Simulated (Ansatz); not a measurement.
```yaml
crystal:
  periodic: [false, false, false]
  atoms:
    - {symbol: C, position_ang: [1.745577, 0.480188, 2.563707]}
    - {symbol: C, position_ang: [0.994922, 0.390262, 1.334679]}
    - {symbol: N, position_ang: [0.402920, 0.322655, 0.361429]}
    - {symbol: B, position_ang: [-0.467320, 0.236222, -1.088688]}
    - {symbol: C, position_ang: [0.091321, -1.085112, -1.802751]}
    - {symbol: C, position_ang: [-2.001586, 0.232227, -0.626384]}
    - {symbol: F, position_ang: [-0.078453, 1.417998, -1.720070]}
    - {symbol: H, position_ang: [1.066231, 0.436700, 3.416270]}
    - {symbol: H, position_ang: [2.455488, -0.345964, 2.625152]}
    - {symbol: H, position_ang: [2.291348, 1.424693, 2.587811]}
    - {symbol: H, position_ang: [-0.425107, -1.210669, -2.759986]}
    - {symbol: H, position_ang: [-0.086381, -1.995545, -1.221762]}
    - {symbol: H, position_ang: [1.162275, -1.022664, -2.020708]}
    - {symbol: H, position_ang: [-2.635534, 0.180940, -1.517588]}
    - {symbol: H, position_ang: [-2.278781, 1.143200, -0.086370]}
    - {symbol: H, position_ang: [-2.259819, -0.627731, -0.000441]}
basis:
  gaussian: {orbitals: def2-TZVPP}
hamiltonian: {xc: {name: wB97M-V}}
charge: 1
```

```sh
$ ansatz run in.yaml --threads 8 --pin off --events-out ev --progress --plain --max-ram 18278MiB
```

Output, abridged:

```
Error: YAML parse error: error: line 23 column 1: unknown field `charge`, expected one of crystal, accuracy, basis, kpoints, hamiltonian, magnetization, projection, total_charge, correlation, batch, efield, external_charges, scf, relax, neb, saddle, md, ramp, phonons, dielectric, real_time, elastic, magnetic_configurations, gw, evaluate, workflow, output, checkpoint, execution
21 |   gaussian: {orbitals: def2-TZVPP}
22 | hamiltonian: {xc: {name: wB97M-V}}
23 | charge: 1
```

(1) Something in this input is off. What?

## Answers

(1) The input holds a key that doesn't belong there. The input was rejected before any iteration.
